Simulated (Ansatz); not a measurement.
Basis-set extrapolation for AlBClFH2O2, SMILES `[OH][AlH][O]B(F)Cl` (PBE0-D4/def2-TZVP geometry, frozen core, Ansatz). Multiplicity 1, RHF reference.

```csv
,def2-TZVPP,def2-QZVPP
HF,-976.868916,-976.902121
MP2 correlation,-1.072088,-1.167188
CCSD(T) correlation,-1.137027,not run
```

Energies in hartree. Use E(X) = E(∞) + A·exp(−7.88·√X) for Hartree–Fock and E(X) = E(∞) + B·X^(−2.97) for correlation, with X = 3 and 4, and add CCSD(T) minus MP2 of the smaller set to the MP2 limit.

Task: What is the CCSD(T) energy at the basis-set limit?

Result: HF limit: -976.902121 + (-0.033205) × 0.13774 = -976.90669. MP2 limit: -1.167188 + (-0.095100) × 0.74074 = -1.23763. Higher-order term: -1.137027 − (-1.072088) = -0.06494. Total: -978.20926 hartree, 533.8 kJ/mol below CCSD(T)/def2-TZVPP.
